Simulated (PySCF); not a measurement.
trans-dichloroethylene (C₂H₂Cl₂), SMILES Cl/C=C/Cl. Coordinates come from a PBE-D3(BJ)/def2-SVP optimisation.

Level of theory: PBE-D3(BJ)/def2-SVP run with PySCF 2.14.0.

Harmonic wavenumbers (cm⁻¹): 210, 229, 346, 744, 823, 841, 880, 1154, 1229, 1606, 3143, 3148. Rotational constants (GHz): 52.13, 1.495, 1.454; symmetry number 2.

Problem. Work out the zero-point energy and the ideal-gas rigid-rotor harmonic-oscillator thermochemistry at 298.15 K and 1 atm.

Solution. ZPE = ½ Σ hcν = ½ × 14355 cm⁻¹ = 20.52 kcal/mol. H − E(el) = 24.00 kcal/mol. Entropy in cal/(mol K): translation 39.63, rotation 24.08, vibration 5.98, total 69.68. G − E(el) = 3.22 kcal/mol. Cp = 16.10 cal/(mol K).
